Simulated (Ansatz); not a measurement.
Isolated molecules relaxed with PBE0-D4/def2-TZVP in Ansatz; ΔE leaves out vibrations. CBS: MP2 limit from def2 TZ/QZ plus the TZ coupled-cluster correction, frozen cores. This one scheme is used for every species. DFT in def2-TZVPP. One conformer a species, not always the lowest.

`N#CCB(O)F` + H₂ → `CB(O)F` + `C#N`  (hydrogenolysis of a C–C bond)

```csv
species,CAM-B3LYP-D4 energy (Eh)
`N#CCB(O)F`,-332.81937
H₂,-1.17164
`CB(O)F`,-240.58700
`C#N`,-93.41728
```

(1) Work out ΔE.

Largest T1 diagnostic among the species: 0.014.

Results:

(1) ΔE = (-240.58700) + (-93.41728) − (-332.81937) − (-1.17164) = -0.01327 Eh = -8.3 kcal/mol. CCSD(T)/CBS gives -8.9 kcal/mol.

The D4 term adds +1.6 kcal/mol with B3LYP and +0.9 kcal/mol with PBE0; it sums over pairs of atoms, weighted by their polarisabilities, and B3LYP, whose exchange is more repulsive, gets the larger term. In def2-TZVPP, CCSD(T) changes the Hartree–Fock value by +2.3 kcal/mol (the triples alone add +0.8 kcal/mol) and MP2 by +3.5 kcal/mol.

B3LYP here is the variant with VWN-RPA as its local correlation; programs differ in this.
